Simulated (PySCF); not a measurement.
## Correlation energy of Pb (lead, neutral)

[Xe] 4f14 5d10 6s2 6p2, high-spin 3P determinant. Calculation: PySCF 2.14, in def2-TZVP with the def2 core potential (60 electrons); scalar relativity through the core potential. Frozen: 5s2 5p6 5d10; 4 electrons correlated.

MP2 pair energies summed by pair of shells (mhartree):

```
 pair  energy  share (%)
6s-6p  -21.46       58.4
6s-6s  -11.81       32.1
6p-6p   -3.48        9.5
```

Total MP2 correlation energy: -36.74 mhartree.

Same-spin part -6.88 and opposite-spin part -29.86 mhartree; SCS-MP2 scales them by 1/3 and 6/5 to -38.13 mhartree.

| level | correlation energy (mhartree) |
| --- | --- |
| CCSD | -46.85 |
| (T) | -1.04 |
| CCSD(T) | -47.89 |

Diagnostics: T1 = 0.0073, D1 = 0.0183, largest double amplitude 0.061.

Is a single reference adequate?

Yes, within this model without spin-orbit coupling: T1 lies below 0.03 and no double amplitude reaches 0.07.

Spin-orbit coupling is strong in this species, so the high-spin LS determinant is a model state.
